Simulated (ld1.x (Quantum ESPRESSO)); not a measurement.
Which change was made? (H, TM)

* Element: hydrogen (H)
* Generator: ld1.x (Quantum ESPRESSO) 7.5
* Type: norm-conserving Troullier–Martins (Kleinman–Bylander form)
* Functional: LDA (PZ)
* Relativity: scalar-relativistic
* Frozen core: none
* Valence charge: 1
* Reference configuration: 1s1
* Partial waves: 2p channel at 0.5 Ry: rc 1.00 bohr; 1s (bound): rc 1.15 bohr
* Local potential: the s channel
* Core correction: none

Cutoffs, loose and tight: the cutoffs (Ry, on a coarse ladder) from which the occupation-weighted sum of valence levels, in a spherical-Bessel basis at the reference potential, stays within 10 and 1 mRy of its value at 400 Ry. They do not see the model core or the augmentation charge, which bear on the density cutoff. Test errors are all-electron minus pseudo excitation energies from the reference, over the configurations 1s0.5 (two spin-polarised tests are not counted in the largest error); variants that change the core or the reference have their own tests.

The base gives: outcome: generated; cutoff, loose: 21 Ry; cutoff, tight: 40 Ry; bound ghosts: none.

(1) After one change the result is: outcome: generated; cutoff, loose: 18 Ry; cutoff, tight: 35 Ry; bound ghosts: none. Which change was it?
A. wave 1s (bound): rc 1.15 bohr becomes 1s (bound): rc 1.70 bohr
B. wave 1s (bound): rc 1.15 bohr becomes 1s (bound): rc 0.76 bohr
C. wave 1s (bound): rc 1.15 bohr becomes 1s (bound): rc 1.32 bohr
D. wave 1s (bound): rc 1.15 bohr becomes 1s (bound): rc 1.00 bohr

## Answers

(1) C. The others give: wave 1s (bound): rc 1.15 bohr becomes 1s (bound): rc 1.70 bohr → outcome: generated; cutoff, loose: 15 Ry; cutoff, tight: 21 Ry; bound ghosts: none | wave 1s (bound): rc 1.15 bohr becomes 1s (bound): rc 1.00 bohr → outcome: generated; cutoff, loose: 25 Ry; cutoff, tight: 45 Ry; bound ghosts: none | wave 1s (bound): rc 1.15 bohr becomes 1s (bound): rc 0.76 bohr → outcome: generated; cutoff, loose: 30 Ry; cutoff, tight: 70 Ry; bound ghosts: none.
